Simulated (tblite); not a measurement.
Species: C6H10OSi2.
Numbering: `[CH2:1]=[CH:2][C:3]1=[CH:4][SiH2:5][CH:6]=[CH:7][Si@@H:8]1[OH:9]` (hydrogens: H10, H11 on C1; H12 on C2; H13 on C4; H14, H15 on Si5; H16 on C6; H17 on C7; H18 on Si8; H19 on O9)

Structure used (GFN2-xTB), in Å, numbered top down from 1:
```xyz
19
C6H10OSi2 angstrom
C      2.9494   -0.5475   -0.7389
C      2.2222    0.0530    0.1967
C      0.7825    0.2603    0.1541
C      0.2162    1.0480    1.0857
Si    -1.6047    1.4669    1.2303
C     -2.5913    0.1982    0.2569
C     -2.0568   -0.5873   -0.6739
Si    -0.2543   -0.5494   -1.2142
O      0.2415   -2.0611   -1.5943
H      2.5097   -0.9497   -1.6341
H      4.0170   -0.6530   -0.6381
H      2.7213    0.4518    1.0753
H      0.8682    1.4933    1.8343
H     -1.9988    1.4067    2.6487
H     -1.8684    2.8195    0.7120
H     -3.6489    0.1055    0.4856
H     -2.6905   -1.3048   -1.1882
H     -0.0817    0.1204   -2.5044
H      0.2576   -2.7616   -0.9479
```

Method: GFN2-xTB as coded in tblite; computed harmonic values from a numerical Hessian at the method's own geometry, unscaled. Errors from tens to a few hundred cm⁻¹ against measured bands are possible. Modes of hydrogen on silicon can be 10 to 20 % off. One conformer, not necessarily the lowest.

Harmonic wavenumbers (cm⁻¹): 29.4, 78.3, 150.8, 168.2, 179.0, 197.4, 231.4, 246.9, 288.9, 363.5, 370.7, 457.2, 478.7, 519.6, 549.1, 562.6, 611.4, 645.8, 654.7, 667.2, 692.1, 745.6, 764.9, 779.4, 801.6, 834.9, 856.9, 877.1, 891.0, 966.5, 986.0, 1012.1, 1159.0, 1165.6, 1285.4, 1322.7, 1332.7, 1410.6, 1587.1, 1640.5, 1664.2, 2166.7, 2180.9, 2248.3, 2970.1, 2977.4, 2998.7, 3005.0, 3102.0, 3144.3, 3671.6.

A = 1792, B = 970.9, C = 656.6 MHz; mass 154.027 u (most abundant isotopes); point group C1, symmetry number 1.

Q: Zero-point energy?

A: Half the sum of the wavenumbers: 29346 cm⁻¹ = 351.05 kJ/mol.

Q: Entropy at 273.15 K, 1 bar (ideal gas, RRHO, classical rotation)?

A: Translation 169.86, rotation 124.52, vibration 128.03: S = 422.4 J/(mol K).

Q: And Cp and H(273.15 K) − H(0)?

A: Cp = 178.85 J/(mol K), of which vibrations give 145.59 (their classical limit is 51 R = 424.0); H(273.15 K) − H(0) = 28.22 kJ/mol without the zero-point energy, 19.14 from vibrations.

Q: What must be added to the electronic energy to get the Gibbs energy at 273.15 K and 1 bar?

A: ZPE + [H(273.15 K) − H(0)] − T·S = 351.05 + 28.22 − 115.38 = 263.89 kJ/mol.

Q: Which modes carry the vibrational entropy at 273.15 K?

A: 29.4 cm⁻¹: 23.83; 78.3 cm⁻¹: 15.74; 150.8 cm⁻¹: 10.44; 168.2 cm⁻¹: 9.59; 179.0 cm⁻¹: 9.10; 197.4 cm⁻¹: 8.35 J/(mol K); the other 45 give 50.97 together.

Q: Blend soft modes into free rotors: weight 1/[1 + (100 cm⁻¹/ν̃)⁴] for the oscillator and the rest for a rotor with moment μB/(μ + B), μ = h/(8π²ν), B = 10⁻⁴⁴ kg m². What vibrational entropy results?

A: 118.69 J/(mol K) in place of 128.03, which changes −T·S at 273.15 K by +2.55 kJ/mol.

Q: How do the functions run with temperature in this model?

A: 
```
 T (K)  S (J/(mol K))  Cp (J/(mol K))  H − H(0) (kJ/mol)  G − H(0) (kJ/mol)  ln q(vib)
   150          337.4           110.5              10.34             -40.27       3.28
   250          407.1           166.7              24.22             -77.56       6.26
298.15          438.6           191.4              32.85             -97.92       7.75
   400          501.3           235.4              54.68            -145.83      10.92
   600          609.0           295.3             108.22            -257.18      17.00
   900          739.9           349.1             205.62            -460.30      25.34
```

q(vib) and H(0) count from the zero-point level.

Hindered rotation and anharmonicity are outside this model. Other conformers, if any are populated, would add a mixing term that is left out. The structure is chiral; the term R ln 2 for an equal mix with its mirror image is left out.

On an Intel Xeon Platinum 8488C with one thread, shared host, this took 1.1 s wall. The figure is for the frequency step alone.
